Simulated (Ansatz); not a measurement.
Consider the cleavage of the B–Si bond: `B[SiH2][AsH]C` + `C[NH][GeH3]` → `B[N](C)[GeH3]` + `C[AsH][SiH3]`.

Isolated molecules relaxed with PBE0-D4/def2-TZVP in Ansatz; ΔE leaves out vibrations. CBS: MP2 limit from def2 TZ/QZ plus the TZ coupled-cluster correction, frozen cores. DFT in def2-TZVPP. For As, Ge outer-core shells are correlated without core-valence functions, which leaves a few kJ/mol of doubt a bond. Scalar relativity is left out up to krypton. Each species was taken in one conformer, which may not be the lowest.

```
             level  ΔE (kJ/mol)  difference from CCSD(T)/CBS
            PBE-D4       -167.7                          7.6
         r2SCAN-D4       -172.2                          3.1
            B2PLYP       -179.1                         -3.8
               PBE       -167.2                          8.1
SCS-MP2/def2-TZVPP       -182.6                         -7.3
CCSD(T)/def2-TZVPP       -178.5                         -3.2
     HF/def2-QZVPP       -171.8                          3.5
    MP2/def2-QZVPP       -183.0                         -7.7
      HF/CBS(def2)       -171.8                          3.5
    CCSD/CBS(def2)       -173.4                          1.9
       CCSD(T)/CBS       -175.3                            0
```

Largest T1 diagnostic among the species: 0.013.

In def2-TZVPP, CCSD(T) changes the Hartree–Fock value by −7.0 kJ/mol (the triples alone add −1.9 kJ/mol) and MP2 by −13.2 kJ/mol.
